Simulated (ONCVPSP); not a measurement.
## How hard is this tin (Sn) ONCV potential?

Sn, optimised norm-conserving Vanderbilt (ONCV), made with ONCVPSP 4.0.1 (PBE, non-relativistic). Core [Ar] 3d10, reference 4s2 4p6 4d10 5s2 5p2. Waves: 4s+5s: rc 1.15 bohr, ncon 3, nbas 6, qcut 10.4 1/bohr, 2 projectors; 4p+5p: rc 1.40 bohr, ncon 4, nbas 7, qcut 11.9 1/bohr, 2 projectors; 4d: rc 1.50 bohr, ncon 4, nbas 9, qcut 12.3 1/bohr, 2 projectors, debl 0.6 Ha. Local part: polynomial inside 0.85 bohr (lpopt 5, dvloc0 2 Ha). Core correction: none.

In the d channel the program set the typed energies aside and used -1.002, 0.250 Ha.

Problem. For each optimised wave give the share of its norm inside rc, the residual kinetic energy above qcut (Ha) and the cutoffs (Ha) for errors of 10, 1, 0.1 and 0.01 mHa per electron.

Solution.

| wave | norm inside rc | residual KE | 10 mHa | 1 mHa | 0.1 mHa | 0.01 mHa |
| --- | --- | --- | --- | --- | --- | --- |
| 4s | 0.857 | 1.2e-05 | 33.9 | 41.7 | 47.7 | 65.8 |
| 5s | 0.045 | 3.1e-06 | 28.4 | 38.1 | 45.6 | 51.2 |
| 4p | 0.928 | 9.8e-08 | 17.6 | 37.0 | 47.7 | 55.8 |
| 5p | 0.033 | 1.2e-08 | 13.2 | 19.3 | 42.0 | 52.0 |
| 4d | 0.838 | 4.7e-09 | 34.8 | 44.1 | 52.1 | 58.9 |
| d projector 2 | 0.035 | 4.1e-10 | 24.1 | 35.0 | 44.5 | 52.7 |

The occupied waves need 44 Ha and 52 Ha for 1 and 0.1 mHa.
